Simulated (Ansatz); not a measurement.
Geometry optimisation, Ansatz, RHF/def2-SVP.

input.yaml

```yaml
crystal:
  periodic: [false, false, false]
  atoms:
    - { symbol: Sn, position_ang: [0.0, 0.0, 0.0] }
    - { symbol: H, position_ang: [0.0, 0.0, 2.09] }
    - { symbol: H, position_ang: [1.6408, 0.0, -0.5794] }
    - { symbol: O, position_ang: [-0.9232, 1.5994, -0.6527] }
    - { symbol: H, position_ang: [-1.881, 1.3686, -0.8751] }
    - { symbol: H, position_ang: [-0.8195, -1.4198, -0.5794] }
    - { symbol: O, position_ang: [0.8472, 1.9703, 0.7126] }
    - { symbol: H, position_ang: [1.6383, 1.7984, 1.3166] }
    - { symbol: H, position_ang: [0.4203, 0.9774, 1.9402] }
basis:
  gaussian: { orbitals: def2-SVP }
hamiltonian:
  xc: hf
relax:
  f_tol: 0.15
  max_steps: 25
  restrain:
    - { distance: [0, 6], at: 3.16, k: 30.0 }
    - { distance: [8, 1], at: 1.86, k: 30.0 }
    - { distance: [0, 1], at: 1.74, k: 30.0 }
    - { distance: [8, 6], at: 1.01, k: 30.0 }
output:
  orbitals: {}
```

Launched with:

```bash
$ ansatz run input.yaml --threads 1 --pin off --max-ram 2048MiB --backend cpu --events-out ev --progress --plain --runs-dir out
```

Question: Where does it end, and by what steps?

Answer: The run converged. The restraints hold the end off the free minimum. After 8 steps the energy has fallen by 4.935 eV (the restraints' own energy left out); O7 moved furthest, 0.90 Å. Parted: Sn1–O7 (2.26 → 3.16 Å). Joined: O7–H9 (1.64 → 0.97 Å).

```json
{"step": "0", "energy less start (eV)": "0.0000", "largest force component (eV/Å)": "5.363", "accepted": "yes"}
{"step": "1", "energy less start (eV)": "-0.8095", "largest force component (eV/Å)": "5.629", "accepted": "yes"}
{"step": "2", "energy less start (eV)": "-2.4281", "largest force component (eV/Å)": "5.142", "accepted": "yes"}
{"step": "3", "energy less start (eV)": "-3.8781", "largest force component (eV/Å)": "4.153", "accepted": "yes"}
{"step": "4", "energy less start (eV)": "-4.5200", "largest force component (eV/Å)": "2.891", "accepted": "yes"}
{"step": "5", "energy less start (eV)": "-4.8227", "largest force component (eV/Å)": "1.592", "accepted": "yes"}
{"step": "6", "energy less start (eV)": "-4.8885", "largest force component (eV/Å)": "1.217", "accepted": "yes"}
{"step": "7", "energy less start (eV)": "-4.9253", "largest force component (eV/Å)": "1.069", "accepted": "yes"}
{"step": "8", "energy less start (eV)": "-4.9351", "largest force component (eV/Å)": "0.992", "accepted": "yes"}
```

```xyz
9
Properties=species:S:1:pos:R:3
Sn -0.141 -0.153 -0.128
H -0.126 -0.003 1.598
H 1.416 -0.091 -0.808
O -1.236 1.297 -0.882
H -2.119 1.087 -1.144
H -0.936 -1.618 -0.548
O 1.258 2.180 1.486
H 2.135 1.960 1.769
H 0.671 1.634 2.031
```

The run took 19 s on 1 thread of Arm Neoverse V1, with other jobs on the host, peak memory 0.16 GiB.
